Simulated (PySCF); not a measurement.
Fractional electron number in Fe (iron, neutral)

The 4s beta orbital of [Ar] 3d6 4s2 is emptied in steps (occupation f), with all orbitals relaxed, ending at [Ar] 3d6 4s1. Computed with PySCF 2.14 in def2-TZVPPD (6s6p4d2f1g, 67 functions), with no relativity, point nucleus. The exact energy is a straight line in f; departures are measured from the line between the end points of the same method.

```
   f  PBE0 (eV)  LC-wPBE (eV)
   1      0.000         0.000
0.75     -0.402         0.013
 0.5     -0.537         0.013
0.25     -0.403         0.002
   0      0.000         0.000
```

**Question.** For PBE0, how does the orbital energy at f = 1 compare with the removal energy?

**Answer.** −ε = 5.431 eV against a total-energy difference of 7.567 eV. By Janak's theorem ε = ∂E/∂f, so the gap between them reflects the curvature. Along the path −ε is 6.491 (f = 0.75), 7.561 (f = 0.5), 8.648 (f = 0.25) eV.

```json
{"method": "PBE0", "E(f=0) − E(f=1) (eV)": "7.567", "−ε at f=1 (eV)": "5.431", "−ε at f=0.5 (eV)": "7.561"}
{"method": "LC-wPBE", "E(f=0) − E(f=1) (eV)": "7.404", "−ε at f=1 (eV)": "7.480", "−ε at f=0.5 (eV)": "7.375"}
```

Reference removal energy between the ground levels: 7.902 eV (measured; NIST Atomic Spectra Database, ionization energies). The calculation has no spin-orbit coupling.
